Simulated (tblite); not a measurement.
Compound: C₇H₄FS (doublet state).
Bonds: C1–C2 (triple), C2–C3, C3–C4 (triple), C4–C5, C5–F6, C5–C7, C7–S8, S8–C9, C5–C9. Hydrogens: H10, H11 on C7; H12, H13 on C9.
Bond orders are those of one Lewis drawing.

Computed with GFN2-xTB (tblite), gas phase: L-BFGS steps from a force-field or distance-geometry start until the largest atomic force falls under 0.01 eV/Å.

Step 50: E = -673.0240 eV
```
atom  x, y, z in Å  |  force x, y, z in eV/Å
C1      4.6555    0.3225    0.0285    0.038   0.026   0.038
C2      3.4603    0.1441    0.1031   -0.024  -0.014  -0.025
C3      2.1144    0.0694   -0.0815   -0.069  -0.011  -0.014
C4      0.9153   -0.0047   -0.2170    0.067  -0.003  -0.015
C5     -0.5036   -0.1571   -0.4363    0.004  -0.004  -0.005
F6     -0.7209   -0.5845   -1.7384   -0.004   0.016  -0.003
C7     -1.3402    1.0963   -0.1239    0.006  -0.007   0.008
S8     -2.2365    0.2627    1.2353    0.012   0.023   0.006
C9     -1.2072   -1.0907    0.5639   -0.016  -0.005  -0.022
H10    -1.9992    1.3790   -0.9428   -0.020  -0.038   0.009
H11    -0.7719    1.9589    0.2151    0.022   0.007   0.013
H12    -1.8113   -1.8478    0.0675   -0.004  -0.010   0.008
H13    -0.5593   -1.5476    1.3088   -0.014   0.021   0.002
```

Step 51: E = -673.0245 eV
```
atom  x, y, z in Å  |  force x, y, z in eV/Å
C1      4.6564    0.3256    0.0338   -0.029   0.018   0.037
C2      3.4609    0.1415    0.0956    0.042  -0.011  -0.021
C3      2.1145    0.0670   -0.0843   -0.076  -0.003  -0.017
C4      0.9145   -0.0028   -0.2147    0.105  -0.007  -0.008
C5     -0.5032   -0.1571   -0.4357   -0.008   0.001  -0.001
F6     -0.7167   -0.5852   -1.7377   -0.016   0.016  -0.018
C7     -1.3402    1.0967   -0.1246    0.016  -0.017   0.032
S8     -2.2349    0.2637    1.2357   -0.007   0.019   0.018
C9     -1.2085   -1.0909    0.5633    0.003   0.025  -0.011
H10    -2.0012    1.3764   -0.9424   -0.013  -0.021   0.002
H11    -0.7721    1.9589    0.2174    0.010   0.000  -0.015
H12    -1.8127   -1.8466    0.0668   -0.016  -0.028  -0.001
H13    -0.5614   -1.5468    1.3091   -0.008   0.008   0.003
```

Question: Estimate the geometry and energy of step 52. (The exact step hangs on the optimiser's Hessian estimate; all steps are aligned on step 51, rigid shifts and turns removed.)

Answer: E = -673.0250 eV, largest force 0.098 eV/Å
```
atom  x, y, z in Å  |  force x, y, z in eV/Å
C1      4.6566    0.3305    0.0419   -0.066   0.014   0.036
C2      3.4616    0.1378    0.0904    0.078  -0.012  -0.017
C3      2.1148    0.0632   -0.0860   -0.060   0.010  -0.017
C4      0.9144    0.0005   -0.2145    0.096  -0.021   0.000
C5     -0.5028   -0.1568   -0.4360   -0.014   0.006  -0.001
F6     -0.7136   -0.5867   -1.7376   -0.025   0.019  -0.029
C7     -1.3405    1.0968   -0.1255    0.021  -0.029   0.050
S8     -2.2271    0.2671    1.2422   -0.014   0.005   0.010
C9     -1.2090   -1.0906    0.5624    0.011   0.047   0.000
H10    -2.0065    1.3705   -0.9410   -0.008  -0.006   0.002
H11    -0.7728    1.9600    0.2149    0.005   0.004  -0.040
H12    -1.8176   -1.8420    0.0654   -0.022  -0.033  -0.003
H13    -0.5620   -1.5499    1.3056   -0.001  -0.005   0.008
```

The energy changes by -0.0005 eV. The first-order estimate −F·Δx gives -0.0007 eV and the mean of the old and new forces, exact on a quadratic surface, -0.0005 eV. The step makes an angle of 78° with the force vector and moves no atom by more than 0.011 Å.

The cost below is that of the whole relaxation. The run took 0.65 s wall on an INTEL XEON PLATINUM 8581C at 2.30 GHz with one thread, shared host with 32 logical CPUs at a one-minute load of 20.
